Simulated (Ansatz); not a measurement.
ZrBrCl3, relaxed as a singlet with RKS PBE0-D4/def2-SVP in Ansatz, starting from the GFN2-xTB geometry. Force threshold 0.02 eV/Å.

In the def2 sets Zr takes a core potential; there is no spin–orbit coupling. The relaxation made no stability test and no search for a lower SCF solution.

Start:

Cartesian coordinates in Å:
```
Zr -0.0422 0.0345 0.0383
Br 1.5248 -1.2472 -1.3887
Cl 0.7695 0.0693 2.1381
Cl -2.0496 -0.9838 -0.0112
Cl -0.2026 2.1272 -0.7766
```

Problem. Estimate the energy that the relaxation releases and the steps that it takes.

Solution. 3.3 kcal/mol, in 5 steps; 9.5 s on 4 threads of Arm Neoverse V1 on a shared host. The force fell under the threshold at step 4, but the optimiser went on. No frequencies were taken in this run, so the end may be a saddle point.

Problem. Does the start keep its bonding and symmetry?

Solution. By distances, no bond broke or formed. The bond that changes most is Zr1–Cl5, from 2.25 to 2.32 Å (atoms count from 1). Point group C3v at the start, C3v at the end, both within 0.05 Å.

Problem. Predict the relaxed structure.

Solution. 
```tsv
atom	x (Å)	y (Å)	z (Å)
Zr1	-0.021	0.017	0.019
Br2	1.542	-1.262	-1.405
Cl3	0.788	0.072	2.193
Cl4	-2.102	-1.008	-0.011
Cl5	-0.208	2.182	-0.796
```
Bond lengths: 3 × Cl–Zr 2.32 Å; 1 × Br–Zr 2.47 Å.
